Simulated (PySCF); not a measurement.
C₆H₅Cl, SMILES Clc1ccccc1.

The structure is a stationary point at PBE-D3(BJ)/def2-SVP.

Calculation: PBE/def2-TZVP (PySCF).

The molecule is in vacuum.

### Question
Estimate the frontier levels, gap, dipole moment and polarisability. (The exact figures need the calculation; the answer reports its results.)

### Answer

```yaml
highest_occupied_level: -6.10 eV
lowest_empty_level: -1.55 eV
orbital_gap: 4.55 eV
dipole_moment: 1.58 D
quadrupole, principal values (traceless, Buckingham form, about the centre of nuclear charge): -7.12, 1.16, 5.96 D·Å
mean_static_polarisability: 81.2 bohr³ (12.04 Å³)
polarisability_principal_values: 45.3, 86.5, 111.9 bohr³
```
